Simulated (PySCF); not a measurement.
Isomers of C4H13N3Si, from PBE0-D3(BJ)/def2-SVP geometry optimisation, gas phase in PySCF 2.14.0. One conformer each, no zero-point energy, no frequencies.

Question: Which isomer lies lower at this level?
A. `[CH2:1]=[N:2][Si@@H:3]([NH:4][CH3:5])[N:6]([CH3:7])[CH3:8]` with C1–N2–Si3–N4 109°, N2–Si3–N4–C5 -88°, N2–Si3–N6–C7 -177°: A = 1843, B = 1438, C = 872.8 MHz, dipole 0.70 D
B. `[CH3:1][N:2]([CH3:3])[SiH:4]1[NH:5][CH2:6][CH2:7][NH:8]1` with C1–N2–Si4–N5 109°, N2–Si4–N5–C6 105°, Si4–N5–C6–C7 30°, N5–C6–C7–N8 -38°, C6–C7–N8–Si4 31°: A = 3404, B = 1092, C = 1061 MHz, dipole 0.66 D

Answer: B. That is `CN(C)[SiH]1NCCN1`, 23.8 kcal/mol below the other.

```json
{"SMILES": "CN(C)[SiH]1NCCN1", "mapped SMILES": "[CH3:1][N:2]([CH3:3])[SiH:4]1[NH:5][CH2:6][CH2:7][NH:8]1", "E (Eh)": "-613.24394", "relative (kcal/mol)": "0.0", "relative (kJ/mol)": "0.0", "dipole (D)": "0.66"}
{"SMILES": "C=N[Si@@H](NC)N(C)C", "mapped SMILES": "[CH2:1]=[N:2][Si@@H:3]([NH:4][CH3:5])[N:6]([CH3:7])[CH3:8]", "E (Eh)": "-613.20598", "relative (kcal/mol)": "23.8", "relative (kJ/mol)": "99.7", "dipole (D)": "0.70"}
```

As drawn, the higher has a C=N bond, which the lower lacks.
